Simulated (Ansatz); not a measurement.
Steps of a relaxation of H5InO3S with RKS PBE0-D4/def2-TZVP.

```sh
$ ansatz run in.yaml --threads 4 --pin off --events-out ev --progress --plain --max-ram 10444MiB
```

```yaml
crystal:
  periodic: [false, false, false]
  atoms:
    - {symbol: O, position_ang: [-0.864992, -1.608636, 0.745814]}
    - {symbol: In, position_ang: [0.165759, 0.171017, 0.485196]}
    - {symbol: O, position_ang: [2.065466, 0.138228, 1.169258]}
    - {symbol: O, position_ang: [0.170799, -1.077705, -1.516753]}
    - {symbol: S, position_ang: [-1.179299, 2.132004, -0.069509]}
    - {symbol: H, position_ang: [-1.724947, -1.521470, 1.195917]}
    - {symbol: H, position_ang: [2.397922, 1.052156, 1.258022]}
    - {symbol: H, position_ang: [-0.440248, -1.643848, -0.940012]}
    - {symbol: H, position_ang: [-0.083090, 2.934271, -0.176223]}
    - {symbol: H, position_ang: [-0.424269, -0.627115, -2.148810]}
basis:
  gaussian: {orbitals: def2-TZVP}
hamiltonian: {xc: pbe0, dispersion: d4}
relax: {f_tol: 0.005, max_steps: 150}
```

Positions (Å) and forces (eV/Å) along the path, 15 of 42 steps:

```xyz
10
step=1 energy=-22227.1029 eV
O    -0.865   -1.609    0.746   -0.441    0.674    0.382
In    0.166    0.171    0.485    0.207   -0.318    0.056
O     2.065    0.138    1.169   -0.522    0.815   -0.205
O     0.171   -1.078   -1.517   -1.026    0.107    0.149
S    -1.179    2.132   -0.070    0.697   -0.161    0.084
H    -1.725   -1.521    1.196    0.688   -0.107   -0.367
H     2.398    1.052    1.258   -0.224   -0.737   -0.056
H    -0.440   -1.644   -0.940    0.508    0.330   -0.462
H    -0.083    2.934   -0.176   -0.388   -0.265    0.050
H    -0.424   -0.627   -2.149    0.501   -0.339    0.368
10
step=3 energy=-22227.1920 eV
O    -0.874   -1.560    0.768   -0.104    0.039    0.078
In    0.152    0.163    0.474    0.029   -0.163    0.039
O     2.006    0.163    1.145    0.091    0.114    0.012
O     0.178   -1.073   -1.490   -0.706   -0.040   -0.127
S    -1.147    2.085   -0.051   -0.019    0.183   -0.058
H    -1.710   -1.487    1.231    0.034   -0.028   -0.001
H     2.365    1.053    1.191    0.014   -0.087    0.015
H    -0.470   -1.632   -0.971    0.419    0.155   -0.232
H    -0.076    2.899   -0.094   -0.068   -0.027    0.015
H    -0.341   -0.662   -2.200    0.312   -0.147    0.259
10
step=4 energy=-22227.2067 eV
O    -0.928   -1.546    0.757   -0.013    0.040    0.074
In    0.128    0.152    0.450   -0.022    0.121    0.125
O     1.989    0.165    1.117    0.011   -0.058    0.017
O     0.180   -1.068   -1.493    0.050   -0.026    0.000
S    -1.139    2.111   -0.104   -0.031   -0.060   -0.004
H    -1.688   -1.504    1.339    0.058   -0.012   -0.056
H     2.358    1.046    1.190   -0.007    0.035   -0.009
H    -0.435   -1.664   -1.009   -0.060   -0.060   -0.140
H    -0.072    2.920   -0.029    0.047    0.053    0.004
H    -0.310   -0.663   -2.216   -0.034   -0.033   -0.011
10
step=8 energy=-22227.2143 eV rejected
O    -0.944   -1.528    0.794    0.011   -0.005   -0.014
In    0.103    0.162    0.466   -0.010    0.006    0.076
O     1.962    0.164    1.144   -0.047   -0.099   -0.014
O     0.184   -1.068   -1.497    0.052    0.032   -0.111
S    -1.144    2.129   -0.098    0.038    0.018   -0.018
H    -1.679   -1.485    1.405    0.002    0.006    0.007
H     2.366    1.032    1.137    0.023    0.091   -0.008
H    -0.432   -1.711   -1.099   -0.050   -0.045    0.069
H    -0.081    2.945    0.018   -0.027   -0.019    0.000
H    -0.253   -0.691   -2.266    0.010    0.014    0.012
10
step=10 energy=-22227.2158 eV
O    -0.943   -1.536    0.787   -0.004    0.007    0.007
In    0.098    0.160    0.478    0.010   -0.006    0.000
O     1.955    0.167    1.162   -0.009   -0.001   -0.002
O     0.184   -1.067   -1.500    0.011    0.010   -0.002
S    -1.130    2.125   -0.130   -0.009   -0.015   -0.004
H    -1.670   -1.506    1.409    0.003   -0.001   -0.001
H     2.362    1.034    1.120   -0.001    0.002    0.003
H    -0.438   -1.700   -1.089   -0.003    0.004   -0.012
H    -0.073    2.940    0.020    0.012    0.009    0.002
H    -0.262   -0.669   -2.254   -0.010   -0.009    0.009
10
step=12 energy=-22227.2160 eV
O    -0.941   -1.538    0.788    0.001    0.008   -0.002
In    0.100    0.157    0.477   -0.003   -0.003    0.014
O     1.954    0.166    1.169   -0.001    0.000   -0.002
O     0.182   -1.060   -1.505    0.011    0.000    0.002
S    -1.126    2.120   -0.143    0.012    0.009    0.001
H    -1.663   -1.512    1.416    0.006    0.002   -0.003
H     2.359    1.035    1.132    0.001    0.001    0.002
H    -0.433   -1.699   -1.093   -0.009   -0.014    0.001
H    -0.068    2.936    0.008   -0.013   -0.009   -0.003
H    -0.280   -0.656   -2.246   -0.006    0.006   -0.011
10
step=15 energy=-22227.2161 eV
O    -0.943   -1.539    0.785   -0.017    0.003    0.011
In    0.100    0.155    0.479    0.004    0.003   -0.006
O     1.952    0.164    1.175   -0.001   -0.006    0.001
O     0.177   -1.056   -1.510   -0.005    0.004    0.006
S    -1.121    2.118   -0.150   -0.005   -0.001    0.000
H    -1.646   -1.521    1.435    0.014   -0.004   -0.012
H     2.352    1.036    1.151    0.002    0.006    0.000
H    -0.438   -1.699   -1.106    0.002   -0.003    0.000
H    -0.063    2.933   -0.011    0.004   -0.002    0.001
H    -0.287   -0.642   -2.245    0.002    0.000    0.000
10
step=17 energy=-22227.2162 eV
O    -0.948   -1.538    0.779   -0.040    0.005    0.034
In    0.098    0.154    0.479   -0.002    0.004   -0.010
O     1.949    0.163    1.179    0.006    0.002    0.002
O     0.173   -1.051   -1.513   -0.003    0.007    0.006
S    -1.119    2.119   -0.153    0.003   -0.003    0.001
H    -1.629   -1.534    1.454    0.038   -0.005   -0.035
H     2.346    1.037    1.167   -0.004   -0.004   -0.001
H    -0.441   -1.697   -1.114    0.000   -0.007    0.003
H    -0.053    2.927   -0.032    0.000    0.000    0.000
H    -0.293   -0.631   -2.244    0.002    0.001   -0.002
10
step=22 energy=-22227.2159 eV rejected
O    -1.009   -1.501    0.720   -0.372   -0.078    0.583
In    0.076    0.173    0.458    0.008    0.012    0.016
O     1.904    0.154    1.221   -0.013   -0.006   -0.007
O     0.161   -1.040   -1.525    0.002    0.010    0.013
S    -1.098    2.156   -0.193   -0.013   -0.015   -0.010
H    -1.496   -1.629    1.549    0.368    0.078   -0.578
H     2.320    1.019    1.207    0.001    0.003    0.005
H    -0.438   -1.697   -1.120    0.004   -0.013   -0.015
H    -0.020    2.946   -0.063    0.019    0.010    0.000
H    -0.318   -0.630   -2.252   -0.006   -0.001   -0.009
10
step=25 energy=-22227.2204 eV
O    -1.042   -1.485    0.712   -0.302   -0.094    0.614
In    0.064    0.176    0.463   -0.005    0.019   -0.026
O     1.891    0.146    1.228    0.001   -0.012    0.015
O     0.154   -1.026   -1.527   -0.011   -0.024    0.005
S    -1.087    2.163   -0.215   -0.012    0.006   -0.001
H    -1.437   -1.663    1.580    0.308    0.098   -0.598
H     2.309    1.010    1.228   -0.009   -0.001    0.002
H    -0.429   -1.702   -1.130    0.016    0.019   -0.021
H    -0.009    2.952   -0.081    0.011   -0.009   -0.001
H    -0.331   -0.623   -2.254    0.002   -0.002    0.012
10
step=37 energy=-22227.2599 eV
O    -1.160   -1.386    0.740   -0.009   -0.005   -0.002
In   -0.005    0.241    0.448   -0.001    0.002    0.005
O     1.765    0.094    1.327    0.005    0.003    0.002
O     0.085   -0.993   -1.533    0.003   -0.004    0.004
S    -1.055    2.250   -0.298    0.017    0.007   -0.001
H    -0.949   -1.892    1.527    0.005    0.002   -0.001
H     2.217    0.936    1.417   -0.001   -0.001    0.000
H    -0.502   -1.630   -1.078   -0.001   -0.004   -0.003
H     0.092    2.950   -0.274   -0.015   -0.005   -0.001
H    -0.405   -0.622   -2.273   -0.004    0.006   -0.003
10
step=38 energy=-22227.2598 eV rejected
O    -1.162   -1.389    0.741   -0.006   -0.011    0.013
In   -0.004    0.235    0.456   -0.020    0.051   -0.038
O     1.768    0.098    1.332    0.009   -0.003    0.010
O     0.085   -0.990   -1.532    0.001   -0.004    0.001
S    -1.052    2.243   -0.307    0.014   -0.028    0.016
H    -0.951   -1.897    1.527   -0.002   -0.005    0.000
H     2.217    0.942    1.413    0.004    0.001    0.003
H    -0.506   -1.628   -1.082    0.000   -0.002   -0.009
H     0.094    2.944   -0.278    0.000    0.002   -0.001
H    -0.406   -0.608   -2.267    0.000    0.000    0.005
10
step=39 energy=-22227.2600 eV
O    -1.160   -1.387    0.742   -0.007   -0.004    0.001
In   -0.005    0.239    0.450    0.000    0.003   -0.001
O     1.766    0.096    1.330    0.006    0.008    0.002
O     0.084   -0.992   -1.534   -0.010   -0.003   -0.006
S    -1.053    2.247   -0.302    0.000   -0.002   -0.001
H    -0.948   -1.893    1.528    0.003    0.001    0.000
H     2.217    0.938    1.418   -0.004   -0.008    0.000
H    -0.505   -1.632   -1.082    0.006    0.008   -0.005
H     0.093    2.949   -0.276    0.001   -0.001    0.000
H    -0.406   -0.615   -2.271    0.005   -0.004    0.010
10
step=41 energy=-22227.2600 eV
O    -1.162   -1.388    0.744    0.000    0.001    0.000
In   -0.004    0.237    0.452   -0.002    0.003   -0.001
O     1.766    0.096    1.333   -0.006   -0.008   -0.001
O     0.084   -0.991   -1.534    0.015   -0.002    0.011
S    -1.052    2.243   -0.306   -0.003   -0.006    0.001
H    -0.946   -1.895    1.528    0.001    0.000    0.001
H     2.217    0.939    1.418    0.005    0.007    0.001
H    -0.506   -1.631   -1.085   -0.005   -0.006    0.003
H     0.093    2.945   -0.280    0.005    0.003    0.000
H    -0.408   -0.608   -2.268   -0.010    0.008   -0.015
10
step=42 energy=-22227.2600 eV
O    -1.161   -1.387    0.744    0.000    0.000   -0.001
In   -0.005    0.238    0.452    0.000    0.001    0.000
O     1.766    0.096    1.333    0.000    0.001    0.000
O     0.084   -0.990   -1.534    0.000    0.002   -0.003
S    -1.052    2.244   -0.306   -0.002   -0.002    0.000
H    -0.944   -1.895    1.529    0.001    0.000    0.000
H     2.216    0.938    1.419    0.000   -0.001    0.000
H    -0.506   -1.630   -1.085   -0.001   -0.001    0.000
H     0.093    2.945   -0.281    0.002    0.002    0.000
H    -0.408   -0.608   -2.268    0.001   -0.002    0.003
```

Hardware: 4 threads of an Arm Neoverse V2 on a shared host. Wall time 2.3 min, peak host memory 0.63 GiB.
